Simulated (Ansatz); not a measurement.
H2ISi (SMILES [SiH2]I) moved off its minimum; all values from Ansatz (a first-principles code), cores frozen in correlated methods. Open shells are unrestricted. Elements past Kr take the def2 small-core potentials, without spin–orbit coupling.
(charge 0, multiplicity 2)
```xyz
4

Si    -1.9134     0.0785     0.6207
I      0.5731     0.0132    -0.1536
H     -2.4328     1.3541    -0.2636
H     -2.4733    -1.2477    -0.1715
```

Forces at MP2/def2-TZVPPD (eV/Å):

```csv
atom,Fx,Fy,Fz
Si1,0.254,-0.174,-3.400
I2,-1.208,0.042,0.652
H3,0.444,-1.482,1.417
H4,0.509,1.614,1.331
```

Task: Give the forces (eV/Å), the total energy and the dipole at CCSD(T)/def2-TZVPPD.

Result: 
| atom | Fx | Fy | Fz |
|---|---|---|---|
| Si1 | 0.223 | -0.159 | -3.079 |
| I2 | -1.075 | 0.038 | 0.589 |
| H3 | 0.396 | -1.345 | 1.284 |
| H4 | 0.456 | 1.466 | 1.207 |
Energy -587.0338 hartree, dipole 1.57 D.
